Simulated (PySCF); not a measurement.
SMILES Cc1ccc(C(C)(C)C)s1 (GFN2-xTB optimised geometry):

```
24

C      3.457     0.478     0.000
C      1.970     0.478     0.000
C      1.118     1.533     0.000
C     -0.247     1.157     0.001
C     -0.441    -0.187     0.003
C     -1.714    -0.984     0.000
C     -1.752    -1.863    -1.257
C     -1.751    -1.877     1.248
C     -2.931    -0.056     0.006
S      1.090    -1.018     0.003
H      3.827     1.500    -0.029
H      3.843    -0.010     0.896
H      3.843    -0.061    -0.865
H      1.447     2.558    -0.001
H     -1.044     1.879     0.002
H     -0.906    -2.546    -1.268
H     -2.669    -2.446    -1.283
H     -1.707    -1.245    -2.152
H     -2.667    -2.463     1.264
H     -0.903    -2.558     1.253
H     -1.711    -1.269     2.149
H     -2.932     0.572     0.894
H     -2.934     0.581    -0.875
H     -3.843    -0.648     0.003
```

Computed with PySCF with PBE0/def2-SVP.

### Question
What are the frontier orbital energies and the dipole moment?

### Answer
HOMO-2 -8.93 eV, HOMO-1 -6.94 eV, HOMO -6.19 eV, LUMO 0.01 eV, LUMO+1 1.20 eV; dipole moment 0.34 D.

Meta-Löwdin charges at PBE0/def2-SVP: C1 -0.30, C2 -0.09, C3 -0.15, C4 -0.16, C5 -0.10, C6 0.07, C7 -0.30, C8 -0.30, C9 -0.30, S10 0.19, H11 0.11, H12 0.11, H13 0.11, H14 0.11, H15 0.11, H16 0.10, H17 0.09, H18 0.10, H19 0.09, H20 0.10, H21 0.10, H22 0.10, H23 0.10, H24 0.10.
